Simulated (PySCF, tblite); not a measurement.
Isomers of C7H7ClOSi, one GFN2-xTB conformer each. Single-point energies are computed at PBE0/pcSseg-1 (PySCF, gas phase, no added dispersion term), electronic only.

Problem. Rank them by PBE0/pcSseg-1 energy, lowest first (kJ/mol).
A. `[O:1]=[C:2]([Cl:3])[c:4]1[cH:5][cH:6][c:7]([SiH3:8])[cH:9][cH:10]1` with O1–C2–C4–C5 0°
B. `[Cl:1][C@H:2]1[SiH2:3][CH:4]=[C:5]1[c:6]1[cH:7][cH:8][cH:9][o:10]1` with C4–C5–C6–C7 180°

Solution. A (0.0), B (165.6).

As drawn, the lower has a C=O bond, which the higher lacks; the higher has a four-membered ring and a C=C bond outside aromatic rings, which the lower lacks. GFN2-xTB itself gives, in the same order: 0.0, 120.3. Both levels put the same isomer lowest.

Problem. Which frontier levels, dipoles and rotational constants go with these structures?

Solution. 
```tsv
SMILES	HOMO (eV, PBE0/pcSseg-1)	LUMO (eV)	dipole (D)	A, B, C (MHz)
O=C(Cl)c1ccc([SiH3])cc1	-8.12	-2.41	3.80	2972, 446.4, 389.8
Cl[C@H]1[SiH2]C=C1c1ccco1	-6.46	-1.40	1.86	1854, 675.2, 519.1
```

Problem. What happens when harmonic zero-point energies from GFN2-xTB frequencies are added?

Solution. 
```tsv
SMILES	ZPE (kJ/mol)	electronic (kJ/mol)	with ZPE (kJ/mol)
O=C(Cl)c1ccc([SiH3])cc1	291.7	0.0	0.0
Cl[C@H]1[SiH2]C=C1c1ccco1	299.3	165.6	173.2
```

The zero-point energies span 7.6 kJ/mol. The order is unchanged.
